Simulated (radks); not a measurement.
Question: P, 15 electrons, occupied as [Ne] 3s2 3p3. Calculated with a radial shooting solver on a logarithmic mesh with Libxc functionals: non-relativistic Kohn-Sham, LDA (Slater exchange, Perdew-Wang correlation), spin-polarised, spherical densities, point nucleus; open shells are filled with parallel spins first. Some entries of the table are withheld. Estimate them.

orbital  occ.  eigenvalue (hartree)  <r> (bohr)  <r^2> (bohr^2)
1s up       1             -76.04931      0.1043         0.01463
1s down     1             -76.03671      0.1043         0.01463
2s up       1              -6.31954      0.5243          0.3280
2s down     1              -6.30498      0.5238          0.3271
2p up       3              -4.56837      0.4872          0.2984
2p down     3              -4.55022      0.4865          0.2972
3s up       1              -0.53998         (1)           4.167
3s down     1              -0.45044         (2)           4.331
3p up       3                   (3)       2.327           6.486
3p down     0                   (4)       2.497           7.637

Answer: 
(1) 3s up <r> (bohr): 1.892
(2) 3s down <r> (bohr): 1.922
(3) 3p up eigenvalue (hartree): -0.23110
(4) 3p down eigenvalue (hartree): -0.15170
